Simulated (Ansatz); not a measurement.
Species: CH3BI2, SMILES `B(I)(I)C` (charge 0, multiplicity 1), formula CH$_{3}$BI$_{2}$.

Task: How many basis functions does frozen-core CCSD(T)/def2-TZVPP // PBE0-D3(BJ)/def2-TZVP (Ansatz, a program for electronic structure) use, how many core orbitals are frozen, and how many electrons are correlated?

Result: 204 basis functions and 10 frozen orbitals, which leaves 44 correlated electrons (filled d shells below the valence shell are correlated). Core time is of the order of minutes.
